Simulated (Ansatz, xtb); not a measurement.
# CH5BCl2Si: which of two conformers lies lower

Structure I: `BC[SiH](Cl)Cl`, a singlet. Structure II: `BC[SiH](Cl)Cl`, a singlet. Both are isolated molecules in the gas phase, relaxed with PBE0-D3(BJ)/def2-SVP.

I (Å):

```xyz
10

C    -0.4347    1.4372    0.1969
B     0.5254    2.6238   -0.0866
Cl    1.8994   -0.7659    0.3605
Cl    0.6881    0.2635   -2.5886
Si    0.2074   -0.1135   -0.6170
H    -0.4674    1.1598    1.2656
H     1.5506    2.7399    0.5427
H     0.2756    3.4262   -0.9538
H    -1.4563    1.5784   -0.1929
H    -0.7864   -1.2148   -0.5954
```

II (Å):

```xyz
10

C     1.6213    0.2709    1.0514
B     1.6100    0.8465    2.4929
Cl   -0.7939   -1.4533    2.2904
Cl    0.4214   -2.0952   -0.7663
Si    0.9151   -1.4537    1.1292
H     0.7992    1.6752    2.8284
H     2.3999    0.4368    3.3138
H     1.0345    0.8426    0.3168
H     2.6444    0.0950    0.6725
H     1.8603   -2.4334    1.7142
```

Question: Estimate which is lower in electronic energy at CCSD(T)/def2-SVP + ΔMP2/def2-TZVPP, and by roughly how much.

Answer: Too close to call at this level: CCSD(T)/def2-SVP + ΔMP2/def2-TZVPP gives E(II) − E(I) = +0.06 kcal/mol.

The same difference at several levels:

```json
{"level": "PBE0-D3(BJ)/def2-SVP", "geometry": "PBE0-D3(BJ)/def2-SVP", "E(II) − E(I) (kcal/mol)": "−0.05", "departure from the last row (kcal/mol)": "−0.10", "job, with rough time for the two": "optimisation, 56 s"}
{"level": "HF/def2-SVP", "geometry": "PBE0-D3(BJ)/def2-SVP", "E(II) − E(I) (kcal/mol)": "+0.25", "departure from the last row (kcal/mol)": "+0.20", "job, with rough time for the two": "part of the CCSD(T) run"}
{"level": "MP2/def2-SVP", "geometry": "PBE0-D3(BJ)/def2-SVP", "E(II) − E(I) (kcal/mol)": "+0.18", "departure from the last row (kcal/mol)": "+0.13", "job, with rough time for the two": "part of the CCSD(T) run"}
{"level": "CCSD(T)/def2-SVP", "geometry": "PBE0-D3(BJ)/def2-SVP", "E(II) − E(I) (kcal/mol)": "+0.15", "departure from the last row (kcal/mol)": "+0.09", "job, with rough time for the two": "single point"}
{"level": "CCSD(T)/def2-SVP + ΔMP2/def2-TZVPP", "geometry": "PBE0-D3(BJ)/def2-SVP", "E(II) − E(I) (kcal/mol)": "+0.06", "departure from the last row (kcal/mol)": "", "job, with rough time for the two": "single point, 17 s"}
```

The largest departure from CCSD(T)/def2-SVP + ΔMP2/def2-TZVPP is that of HF/def2-SVP, 0.20 kcal/mol. Levels run at GFN2-xTB geometries aren't shown. The last row adds to CCSD(T) the change of the MP2 difference between the two basis sets, here −0.09 kcal/mol.

With harmonic frequencies from PBE0-D3(BJ)/def2-SVP (ideal gas, rigid rotor, one conformer each, 1000 K, 1 atm): on the last row, ΔE + ΔZPE = +0.12 kcal/mol. A mode under 50 cm⁻¹ makes harmonic enthalpies and free energies unreliable, so none is given.

The correlated steps freeze 17 core orbitals. Programs: Ansatz 0.2.0; the last row on 2 threads of Intel(R) Xeon(R) 6975P-C (Granite Rapids) on a shared host.
